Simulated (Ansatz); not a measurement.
Ansatz (a quantum-chemistry and plane-wave program) input:

Ansatz 0.2 input:
```yaml
crystal:
  periodic: [false, false, false]
  atoms:
    - {symbol: V, position_ang: [0.03109478, -0.28629231, 0.32098959]}
    - {symbol: O, position_ang: [-0.02814155, -1.69519833, -0.40872760]}
    - {symbol: O, position_ang: [0.69115200, 1.26315759, -0.32339931]}
    - {symbol: O, position_ang: [-0.75240796, 1.25513114, -0.19071815]}
basis:
  gaussian:
    orbitals: def2-SVP
magnetization: {spin_polarized: true, initial_magnetization: 1}
correlation: {method: ccsd_t, electrons: outside_noble_gas}
```

Problem. Which total energy does the run end on?

Solution. -1167.79148 Eh (CCSD(T)/def2-SVP). The basis has 73 functions.

The spin state was set by rule; other spins were not relaxed.

The determinant is spin-contaminated: <S^2> is 1.35 against 0.75 for a pure state.
